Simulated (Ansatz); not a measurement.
One change: `[SnH3][I]` becomes `[I][SnH2][I]`.

Ansatz, PBE0-D4/def2-TZVP geometries, multiplicity 1. 

Elements past krypton have def2 core potentials.

```csv
property,`[SnH3][I]`
HOMO–LUMO gap (ωB97M-V/def2-TZVPP) / eV,9.98
"ideal-gas entropy at 298 K and 1 bar (rigid rotor, harmonic PBE0-D4/def2-TZVP) / J/(mol·K)",296
HOMO–LUMO gap (PBE0/def2-TZVPP) / eV,6.17
HOMO energy (PBE/def2-TZVPP) / eV,-6.41
HOMO energy (ωB97M-V/def2-TZVPP) / eV,-9.65
size of the dipole moment (B3LYP/def2-TZVPP) / D,1.91
```

(1) What does the change do to each property? (An estimate is asked.)

## Answers

(1) The calculation gave: 
```tsv
property	`[I][SnH2][I]`	shift
HOMO–LUMO gap (ωB97M-V/def2-TZVPP) / eV	9.39	-0.59
ideal-gas entropy at 298 K and 1 bar (rigid rotor, harmonic PBE0-D4/def2-TZVP) / J/(mol·K)	354	58
HOMO–LUMO gap (PBE0/def2-TZVPP) / eV	5.54	-0.63
HOMO energy (PBE/def2-TZVPP) / eV	-6.58	-0.17
HOMO energy (ωB97M-V/def2-TZVPP) / eV	-9.75	-0.10
size of the dipole moment (B3LYP/def2-TZVPP) / D	1.60	-0.31
```

With PBE0 the HOMO falls by 0.14 eV and the LUMO falls by 0.78 eV, so the gap narrows by about 0.64 eV. PBE moves the HOMO by -0.17 eV and ωB97M-V by -0.10 eV. Dipoles are sizes alone; their direction can turn. Modes under 60 cm⁻¹, often nearly free rotors, make the harmonic entropy too high.

B3LYP here is the variant with VWN-RPA as its local correlation; programs differ in this.

Spin–orbit coupling is left out; it splits and shifts lone-pair levels of the heavy atoms by tenths of an eV.
